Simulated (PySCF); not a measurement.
ClH₄NO₂Si, SMILES N[Si](O)(O)Cl. Atoms are numbered in the order given.

```xyz
9

N      1.7910    -0.3024    -0.1578
Si     0.1232    -0.0224    -0.3382
O     -0.2384     1.3801    -1.1297
O     -0.6250    -1.2054    -1.2022
Cl    -0.6169     0.0646     1.5935
H      2.1325    -0.7294     0.6945
H      2.3552    -0.5537    -0.9617
H      0.1214     2.1860    -0.7476
H     -1.4774    -0.9682    -1.5809
```

The structure is a stationary point at PBE0-D3(BJ)/def2-SVP. Other conformers were not sampled.

All values below come from B3LYP/def2-TZVP (PySCF).

Gas-phase values at a fixed geometry.

**Question.** Estimate the frontier levels, gap, dipole moment and polarisability. (An estimate is asked for; the answer gives what the named calculation found.)

**Answer.** 
```json
{
  "highest_occupied_level": "-7.79 eV",
  "lowest_empty_level": "0.13 eV",
  "orbital_gap": "7.91 eV",
  "dipole_moment": "1.49 D",
  "quadrupole, principal values (traceless, Buckingham form, about the centre of nuclear charge)": "-5.13, -1.23, 6.35 D·Å",
  "mean_static_polarisability": "47.9 bohr³ (7.10 Å³)",
  "polarisability_principal_values": "43.7, 47.2, 52.9 bohr³"
}
```
